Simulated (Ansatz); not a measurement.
Cost and result up the ladder for Sn4Ge2H12, an alloyed cluster cut from the lattice of tin (2 Ge, core) (18 atoms). The state is a singlet with charge 0. Geometry: PBE-D4/def2-SVP.

```csv
atom,x (Å),y (Å),z (Å)
Ge1,-1.0528,2.0920,-0.8582
Sn2,2.2269,0.5204,1.1720
Sn3,-0.3797,-2.3312,-1.2705
Sn4,-2.2408,-0.2249,-1.2481
Sn5,1.3166,-2.1281,0.9611
Ge6,0.1468,2.1305,1.2736
H7,-2.1055,3.2387,-0.9112
H8,-0.0324,2.3448,-2.0058
H9,3.2454,0.7384,2.5605
H10,3.1650,0.9232,-0.2313
H11,-1.1967,-3.8624,-1.2975
H12,0.5764,-2.2367,-2.7148
H13,-3.3749,-0.4887,0.0381
H14,-3.1402,-0.1888,-2.7321
H15,0.4247,-2.5295,2.3945
H16,2.6422,-3.2437,0.8525
H17,-0.8149,1.6618,2.4053
H18,0.5940,3.5844,1.6118
```

Ansatz on 4 threads of Intel Xeon Platinum 8488C on a shared host. Times are rough, and most runs start from the orbitals of an earlier one. PBE0-D4/def2-TZVP serves as the yardstick here, not as an exact answer. Differences are given only for rows in sets of like size (and for xTB, whose basis is part of the method), since another set adds its own error. Binding counts from free atoms at the same level (Ge triplet, Sn triplet, H doublet; other spins of the atoms weren't run), without zero-point energy or a counterpoise term.

In the def2 sets Sn takes a core potential, while STO-3G treats all electrons; there is no spin–orbit coupling. Correlated methods freeze 34 core orbitals; core or outer-core shells of Ge, Sn are correlated, in sets that lack core-valence functions. The rows differ in basis, and correlated rows in double-zeta sets carry the largest basis error.

Correlated methods converge slowly with the basis, most of all in double-zeta sets.

```csv
level,functions,wall time,binding energy per atom (eV),difference from PBE0-D4/def2-TZVP (eV)
PBE-D4/def2-SVP,228,2.5 s,2.45,–
LDA (SPW92)/def2-TZVP,368,3.2 s,2.84,0.37
HF/STO-3G,156,3.7 s,3.41,–
PBE-D4/def2-TZVP,368,5.5 s,2.46,0.00
PBE0-D4/def2-SVP,228,7 s,2.45,–
MP2/def2-SVP,228,7.5 s,2.28,–
r2SCAN-D4/def2-TZVP,368,10 s,2.50,0.03
PBE0-D4/def2-TZVP,368,17 s,2.47,0.00
B97M-V/def2-TZVP (with forces),368,22 s,2.56,0.09
```
